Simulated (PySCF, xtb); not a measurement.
AlF2, SMILES [F][Al+][F], charge +1.

Harmonic wavenumbers (cm⁻¹) from GFN2-xTB in xtb at its own minimum, in rising order: 242, 242, 657, 1031.

Q: What does PySCF with PBE-D3(BJ)/def2-TZVP give at its own minimum? (Estimate from the structure and the level; the computed values follow.)

A: 181, 181, 728, 1119. Paired by order, the mean absolute difference is 70 cm⁻¹ and the zero-point energies are 3.1 and 3.2 kcal/mol.
